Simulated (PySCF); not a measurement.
C₄H₆O₂Si, SMILES [SiH3]c1cc(oc1)O. Atoms are numbered in the order given.

```xyz
13

O      0.5449    -2.8613     0.0000
C      0.2211    -1.5643     0.0000
C      0.9262    -0.3886     0.0000
C     -0.0681     0.6638     0.0000
Si     0.2438     2.5030     0.0000
C     -1.2768     0.0180     0.0000
O     -1.1031    -1.3404     0.0000
H      1.5084    -2.9310     0.0000
H      2.0092    -0.2747     0.0000
H     -0.3435     3.1603    -1.2073
H      1.7192     2.7330     0.0000
H     -0.3435     3.1603     1.2073
H     -2.3120     0.3503     0.0000
```
Charge 0, spin multiplicity 1.

Geometry optimised at r2SCAN-D4/def2-SVP. A frequency run showed that this geometry is not a minimum. The structure was generated by enumeration, and PubChem lists no compound with its InChIKey, so it may never have been made. Other conformers were not sampled.

Two levels are set side by side: PBE/pcSseg-1 (PySCF) and KT2/pcSseg-1 (PySCF). GIAO shifts against H2O (¹⁷O), TMS (²⁹Si), TMS (¹H), TMS (¹³C) at the same level; non-relativistic, no solvent, atoms listed together averaged. Differences are taken from unrounded values.

| quantity | KT2 |
|---|---|
| δ(¹⁷O) of O1 (ppm) | 115.0 |
| δ(¹³C) of C2 (ppm) | 159.4 |
| δ(¹³C) of C3 (ppm) | 84.3 |
| δ(¹³C) of C4 (ppm) | 105.2 |
| δ(²⁹Si) of Si5 (ppm) | -82.0 |
| δ(¹³C) of C6 (ppm) | 136.6 |
| δ(¹⁷O) of O7 (ppm) | 298.2 |
| δ(¹H) of H8 (ppm) | 4.32 |
| δ(¹H) of H9 (ppm) | 5.28 |
| δ(¹H) of H13 (ppm) | 7.12 |

Question: What does PBE give, and how far is it from KT2? (An estimate is asked for; the answer gives what the named calculation found.)

Answer: 
```tsv
quantity	PBE	PBE minus KT2
δ(¹⁷O) of O1 (ppm)	121.8	6.8
δ(¹³C) of C2 (ppm)	165.7	6.2
δ(¹³C) of C3 (ppm)	90.4	6.2
δ(¹³C) of C4 (ppm)	112.6	7.4
δ(²⁹Si) of Si5 (ppm)	-83.1	-1.1
δ(¹³C) of C6 (ppm)	142.7	6.1
δ(¹⁷O) of O7 (ppm)	314.0	15.8
δ(¹H) of H8 (ppm)	4.38	0.06
δ(¹H) of H9 (ppm)	5.33	0.05
δ(¹H) of H13 (ppm)	7.06	-0.06
```

Rough cost on one machine, each run with all the roots and properties that it gave: KT2 against PBE within a factor of 2.
